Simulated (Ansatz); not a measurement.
Mulliken charges of `[NH2][Hf]([NH2])([F])[F]` from r2SCAN/def2-TZVPP in Ansatz (PBE0-D4/def2-TZVP geometry).

| atom | x (Å) | y (Å) | z (Å) | charge (e) |
| --- | --- | --- | --- | --- |
| N1 | -1.138 | 1.219 | -0.325 | -0.530 |
| Hf2 | 0.369 | -0.111 | -0.603 | 1.135 |
| N3 | 0.624 | -1.065 | 1.165 | -0.523 |
| F4 | -0.138 | -1.353 | -1.974 | -0.367 |
| F5 | 1.963 | 0.839 | -1.091 | -0.367 |
| H6 | -1.643 | 1.363 | 0.537 | 0.168 |
| H7 | -1.506 | 1.847 | -1.026 | 0.156 |
| H8 | 0.186 | -1.936 | 1.432 | 0.164 |
| H9 | 1.283 | -0.803 | 1.885 | 0.164 |

**Question.** By hand: the dipole of these point charges (1 e Å = 4.8032 D).

**Answer.** Σ q r = (-0.244, 0.041, 0.478) e Å, of length 0.538 e Å = 2.58 D.

**Question.** How does the dipole of the full density compare? (Best estimate.)

**Answer.** Ansatz gave: (-0.235, 0.028, 0.489) e Å, 2.61 D; the point charges give 0.99 times that, at 2° from its direction.

Point charges leave out the atoms' own dipoles, such as those of lone pairs, and Mulliken's split depends on the basis, so the close match here is no proof of good charges.
